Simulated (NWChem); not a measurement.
System: TiOF2; SMILES [Ti]([F])([F])=[O]

The following NWChem deck was run.

```
start job
memory heap 200 mb stack 900 mb global 1100 mb
geometry units angstroms noautoz
  Ti     0.024679    -0.076325     0.000000
  O      1.581534     0.202415     0.000000
  F     -0.757946     0.135728    -1.574570
  F     -0.757946     0.135728     1.574570
end
basis spherical
  Ti library def2-svp
  O library def2-svp
  F library def2-svp
end
dft
  xc xtpss03 ctpss03
  iterations 150
  mulliken
end
task dft energy
```

The geometry was optimised at PBE0/def2-SVP.

Question: Give the results of this calculation. (TPSS/def2-SVP.) Quantities: basis functions; energy (Ha); highest occupied level (eV); orbital gap (eV); dipole (D).

Answer: 
| Quantity | Result |
|---|---|
| number of basis functions | 73 |
| energy (Ha) | -1124.30 |
| highest occupied level (eV) | -7.78 |
| orbital gap (eV) | 3.91 |
| dipole (D) | 2.20 |
